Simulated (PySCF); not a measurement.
FH2O2STa, SMILES [OH][Ta]([OH])([F])=[S], multiplicity 1.

Geometry optimised at B3LYP-D3(BJ)/def2-SVP. The spin state was assumed, not searched. The structure was generated by enumeration; whether it is a known compound was not checked. The def2 effective core potentials stand for the cores of Ta; spin–orbit coupling is left out. One conformer was computed; it need not be the lowest.

All values below come from r2SCAN/def2-TZVP (PySCF).

- total energy = -706.99444 hartree
- point group = Cs
- highest occupied level = -6.80 eV
- lowest empty level = -2.18 eV
- orbital gap = 4.62 eV
- dipole moment = 2.67 D
- quadrupole, principal values (traceless, Buckingham form, about the centre of nuclear charge) = -11.59, -1.86, 13.45 D·Å
- mean static polarisability = 64.4 bohr³ (9.54 Å³)
- polarisability, principal values = 53.4, 60.1, 79.6 bohr³
